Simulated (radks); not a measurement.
Problem. These are the eigenvalues of the occupied orbitals of an atom or ion with whole-number occupations (eV). All-electron calculation, scalar-relativistic Kohn-Sham, BLYP, spin-polarised, spherical densities, finite nucleus; Fermi nuclear charge, rms radius of each element as measured or else 0.836 A^(1/3) + 0.57 fm. Program: a radial shooting solver on a logarithmic mesh with Libxc functionals.

| orbital | eigenvalue |
|---|---|
| 1s down | -83843.48 |
| 1s up | -83843.47 |
| 2s up | -15431.70 |
| 2s down | -15431.56 |
| 2p up | -13408.27 |
| 2p down | -13408.17 |
| 3s up | -4185.795 |
| 3s down | -4181.882 |
| 3p up | -3600.554 |
| 3p down | -3596.572 |
| 3d up | -2984.439 |
| 3d down | -2981.391 |
| 4s up | -1427.308 |
| 4s down | -1421.034 |
| 4p up | -1230.376 |
| 4p down | -1224.390 |
| 4d up | -998.0586 |
| 4d down | -992.1748 |
| 4f up | -742.7205 |
| 4f down | -736.3629 |

Which element is it, and in what charge state? The configuration may be excited. Open shells, if any, are filled with parallel spins first.

Solution. Z = 80, mercury, charge +24: Hg24+ in [Kr] 4d10 4f10. The list shows which subshells hold electrons but not how many an open one holds; the 1s level, -3081.2 hartree, gives Z - s = 78.5 by -(Z - s)^2/2, which with screening and relativity narrows Z to a few neighbours, and the depths of the outer levels then fix element, charge and occupations together.
